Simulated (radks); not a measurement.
Problem. Ionisation ladder of thulium, from Tm XXIII to Tm XLIV. Each ion is in the ground configuration listed by NIST, and IE = E(next ion) - E(this ion). Calculated with a radial shooting solver on a logarithmic mesh with Libxc functionals: Dirac Kohn-Sham, BLYP, spin-unpolarised, spherical densities, finite nucleus; open shells fill j = l - 1/2 first; Fermi nuclear charge, rms radius 5.2256 fm.

species         configuration  IE, Delta-SCF (eV)  <r> HOMO (bohr)
Tm XXIII        [Kr] 4d10 4f1              610.84            0.508
Tm XXIV             [Kr] 4d10                   ?            0.510
Tm XXV               [Kr] 4d9              869.21            0.505
Tm XXVI              [Kr] 4d8              913.80            0.500
Tm XXVII             [Kr] 4d7              959.01            0.495
Tm XXVIII            [Kr] 4d6              1004.8            0.491
Tm XXIX              [Kr] 4d5              1051.3            0.486
Tm XXX               [Kr] 4d4              1111.2            0.476
Tm XXXI              [Kr] 4d3              1159.4            0.471
Tm XXXII             [Kr] 4d2              1208.1            0.467
Tm XXXIII            [Kr] 4d1              1257.4            0.463
Tm XXXIV                 [Kr]              1444.9            0.467
Tm XXXV     [Ar] 3d10 4s2 4p5              1494.1            0.464
Tm XXXVI    [Ar] 3d10 4s2 4p4              1543.6            0.461
Tm XXXVII   [Ar] 3d10 4s2 4p3              1593.4            0.458
Tm XXXVIII  [Ar] 3d10 4s2 4p2              1713.1            0.437
Tm XXXIX    [Ar] 3d10 4s2 4p1                   ?            0.434
Tm XL           [Ar] 3d10 4s2                   ?            0.434
Tm XLI          [Ar] 3d10 4s1              1953.3            0.432
Tm XLII             [Ar] 3d10                   ?            0.195
Tm XLIII             [Ar] 3d9              3415.3            0.193
Tm XLIV              [Ar] 3d8              3533.6            0.192

Estimate the withheld Delta-SCF values.

Solution. Tm XXIV: 825.24 eV (NIST 825); Tm XXXIX: 1765.5 eV (NIST 1761); Tm XL: 1901.3 eV (NIST 1889); Tm XLII: 3298.5 eV (NIST 3298).

Beside tabulated values, note that spin-unpolarised runs miss the spin-polarisation part of the exchange energy of open shells.
